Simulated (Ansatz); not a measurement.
The first iterations of a band of BCl₃H₂O (7 atoms, charge 0, multiplicity 1).

All numbers below come from RKS r2SCAN/6-31G* in Ansatz.

```yaml
movable_images: 9
climbing_image: yes
spring: 5.0 eV/Å²
optimiser: fire
start_path: through a guess of the saddle point
force_threshold: 0.05 eV/Å
iteration_limit: 60
end_points: relaxed
largest_step: 0.5 Å
```

First end point:

```xyz
7
Properties=species:S:1:pos:R:3
B 0.059 -0.099 0.152
Cl -0.022 0.605 1.835
Cl 1.556 0.264 -0.766
Cl -1.496 0.022 -0.801
O 0.140 -1.769 0.477
H -0.654 -2.177 0.077
H 0.067 -1.876 1.448
```

Last end point:

```xyz
7
Properties=species:S:1:pos:R:3
B -0.168 -0.444 -0.763
Cl 0.912 -0.817 3.338
Cl 1.115 0.742 -0.738
Cl -1.105 -0.751 -2.224
O -0.420 -1.124 0.384
H -1.145 -1.766 0.300
H 0.461 -0.869 2.123
```

| iteration | highest image above the first end (eV) | largest band force component (eV/Å) |
| --- | --- | --- |
| 1 | 2.878 | 7.683 |
| 2 | 1.983 | 4.089 |
| 3 | 1.610 | 2.993 |
| 4 | 1.330 | 2.479 |
| 5 | 1.263 | 2.578 |
| 6 | 1.089 | 1.021 |
| 7 | 1.046 | 1.858 |
| 8 | 0.954 | 1.138 |
| 9 | 0.914 | 1.279 |
| 10 | 0.902 | 1.618 |
| 11 | 0.879 | 0.852 |
| 12 | 0.846 | 1.494 |
| 13 | 0.833 | 1.043 |
| 14 | 0.788 | 1.221 |
| 15 | 0.780 | 0.817 |
| 16 | 0.767 | 0.591 |
| 17 | 0.763 | 0.549 |
| 18 | 0.755 | 0.577 |

Task: Does the band converge within its limit, and where does its top end?

Result: The run converged. It ended after 54 iterations with the highest image 0.790 eV above the first end. Another band between the same ends (9 images) ends at a top of the same energy, where a vibrational analysis finds 1 clearly imaginary mode. The orbitals stay closed-shell, which can raise the energy where a bond breaks towards radicals; this wasn't checked here.

Run time: 8.2 min on 2 threads of AMD EPYC 9R45 96-Core Processor (Zen 5), on a shared host, peak memory 0.17 GiB.
